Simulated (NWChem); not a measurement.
Molecule: C2H4F2Si; SMILES F/C=C(/F)[SiH3]

All runs: NWChem. Pople sets run with spherical d functions. The geometry was optimised at B3LYP/6-31G* (spherical d). Level: B3LYP/6-31G* with SMD (1 M gas to 1 M solution), gas-phase geometry. Reactions with the solvent are ignored.

What does the run give for solvent water? Quantities: solvation free energy (kcal/mol); cavity-dispersion-structure term (kcal/mol); dipole in solution (D).


```json
{
 "solvation free energy (kcal/mol)": "2.8",
 "cavity-dispersion-structure term (kcal/mol)": "4.9",
 "dipole in solution (D)": "0.42"
}
```
